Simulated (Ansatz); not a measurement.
`[SiH3][SbH][SiH3]` + `NC(O)(O)F` → `[NH2][SbH][SiH3]` + `OC(O)(F)[SiH3]`  (formal exchange of groups at the Sb–Si bond)

Gas-phase electronic energies from Ansatz, PBE0-D4/def2-TZVP geometries. CCSD(T)/CBS adds triple-zeta CCSD(T) − MP2 to the extrapolated MP2 energy (def2 sets, frozen cores). Elements past krypton have def2 core potentials. For Sb outer-core shells are correlated without core-valence functions, which leaves a few kJ/mol of doubt a bond. Each species was taken in one conformer, which may not be the lowest.

```
            species  CCSD/CBS(def2) energy (Eh)
`[SiH3][SbH][SiH3]`                  -822.35614
        `NC(O)(O)F`                  -345.27755
 `[NH2][SbH][SiH3]`                  -587.37053
   `OC(O)(F)[SiH3]`                  -580.22783
```

Problem. Work out ΔE.

Solution. ΔE = (-587.37053) + (-580.22783) − (-822.35614) − (-345.27755) = 0.03533 Eh = +22.2 kcal/mol. CCSD(T)/CBS gives +21.8 kcal/mol.

Largest T1 diagnostic among the species: 0.014.

In def2-TZVPP, CCSD(T) changes the Hartree–Fock value by −2.1 kcal/mol (the triples alone add −0.4 kcal/mol) and MP2 by −1.3 kcal/mol. From PBE to PBE0 (25 % exact exchange), in def2-TZVPP and without D4, ΔE moves by +3.3 kcal/mol.
